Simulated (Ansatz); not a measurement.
Geometry optimisation, RKS PBE-D4/def2-SVP in Ansatz 0.2.0.

The input (input.yaml):

```yaml
crystal:
  periodic: [false, false, false]
  atoms:
    - { symbol: In, position_ang: [-0.244726, 1.128004, -0.711073] }
    - { symbol: Cl, position_ang: [-1.801693, -1.763338, 1.071726] }
    - { symbol: C, position_ang: [1.225284, -0.091147, 0.077132] }
    - { symbol: H, position_ang: [-0.526039, -1.451223, 0.881452] }
    - { symbol: Cl, position_ang: [-2.35203, 2.0012, -1.293464] }
    - { symbol: H, position_ang: [1.873829, -0.382292, -0.78555] }
    - { symbol: H, position_ang: [1.825374, 0.558895, 0.759776] }
basis:
  gaussian: { orbitals: def2-SVP }
hamiltonian:
  xc: pbe
  dispersion: d4
relax:
  f_tol: 0.03
  max_steps: 50
output:
  orbitals: {}
```

Run as:

```bash
$ ansatz run input.yaml --threads 2 --pin off --max-ram 3072MiB --backend cpu --events-out ev --progress --plain --runs-dir out
```

Problem. Where does it end, and by what steps?

Solution. The forces met the threshold. After 13 steps the energy has fallen by 3.277 eV; H4 moved furthest, 1.80 Å. Parted: Cl2–H4. Joined: In1–Cl2, C3–H4.

| step | energy less start (eV) | largest force component (eV/Å) | accepted |
| --- | --- | --- | --- |
| 0 | 0.0000 | 0.210 | yes |
| 1 | -0.1178 | 0.692 | yes |
| 2 | -0.2330 | 1.391 | yes |
| 3 | -0.4915 | 1.368 | yes |
| 4 | -1.0334 | 2.162 | yes |
| 5 | -1.6862 | 1.317 | yes |
| 6 | -2.3941 | 1.455 | yes |
| 7 | -2.7043 | 1.408 | yes |
| 8 | -2.9550 | 0.827 | yes |
| 9 | -3.1291 | 0.548 | yes |
| 10 | -3.2270 | 0.234 | yes |
| 11 | -3.2719 | 0.098 | yes |
| 12 | -3.2763 | 0.047 | yes |
| 13 | -3.2767 | 0.020 | yes |

```xyz
7
Properties=species:S:1:pos:R:3
In -0.977 0.177 -0.127
Cl -2.704 -1.199 0.725
C 1.126 -0.211 0.148
H 1.243 -1.155 0.708
Cl -1.844 2.033 -1.316
H 1.597 -0.282 -0.849
H 1.559 0.637 0.711
```

Time of the run: 12 s on 2 threads of Intel(R) Xeon(R) 6975P-C (Granite Rapids), on a shared host, peak memory 0.16 GiB.
